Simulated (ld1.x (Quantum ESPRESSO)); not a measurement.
cobalt (Co): TM pseudisation with PBE, scalar-relativistic reference atom.

```json
{
 "Element": "cobalt (Co)",
 "Generator": "ld1.x (Quantum ESPRESSO) 7.5",
 "Type": "norm-conserving Troullier–Martins (Kleinman–Bylander form)",
 "Functional": "PBE",
 "Relativity": "scalar-relativistic",
 "Frozen core": "[Ar]",
 "Valence charge": "9",
 "Reference configuration": "3d7 4s2 4p0",
 "Partial waves": "4s (bound): rc 2.15 bohr; 4p (bound, empty): rc 2.45 bohr; 3d (bound): rc 1.60 bohr",
 "Local potential": "all-electron potential smoothed inside 1.64 bohr (lloc = -1)",
 "Core correction": "a·sin(br)/r model core, default radius (core density twice the valence density)"
}
```

All-electron outer shells of the reference configuration (PBE, scalar-relativistic, ld1.x):

| shell | level (eV) | outermost node (bohr) | outermost maximum (bohr) |
| --- | --- | --- | --- |
| 3s | -102.40 | 0.31 | 0.66 |
| 3p | -65.64 | 0.28 | 0.68 |
| 3d | -8.20 | – | 0.66 |
| 4s | -5.47 | 0.96 | 2.32 |
| 4p | -1.28 | 1.05 | 3.25 |

Calculated quality:

- Cutoffs needed: 100 Ry and 180 Ry (the cutoffs (Ry, on a coarse ladder) from which the occupation-weighted sum of valence levels, in a spherical-Bessel basis at the reference potential, stays within 10 and 1 mRy of its value at 400 Ry)
- Ghost test: no extra level below or beside the all-electron valence levels (s, p, d, f tested) (spherical-Bessel basis up to 400 Ry, 20 bohr box)
- Largest excitation error: -168 meV (all-electron minus pseudo) for 3d6 4s0 4p0, out of 7 test configurations

Generation and tests took about 1.6 s on one core of a shared server CPU.
